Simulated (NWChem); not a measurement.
# CH₇NOSi; SMILES NC[SiH2]O

Program: NWChem. Pople sets run with spherical d functions. All runs use the structure optimised with B3LYP/6-31G* (spherical d). Level: B3LYP/6-31G* with SMD, gas-phase geometry; reactions with the solvents are ignored. One conformer.

```
SMD term (kcal/mol)                  water  toluene
----------------------------------  ------  -------
distortion of the solute's density    1.30     0.21
polarisation                        -11.65    -4.25
cavity, dispersion and structure      3.00    -0.10
```

Question: Sum the solvation free energies, find the transfer free energy from water to toluene and the partition coefficient at 298.15 K.

Answer: 
1. ΔG(solv, water) = -7.35 kcal/mol and ΔG(solv, toluene) = -4.14 kcal/mol (1 M gas to 1 M solution).
2. Transfer: -4.14 − (-7.35) = 3.21 kcal/mol.
3. log₁₀ K(toluene/water) = −ΔG/(RT ln 10) = -3.21/1.364 = -2.4, so the model puts more of the solute in water.
4. Of the transfer energy, 6.31 kcal/mol is electrostatic and -3.10 comes from the non-electrostatic term. The two phases are taken as the pure solvents.
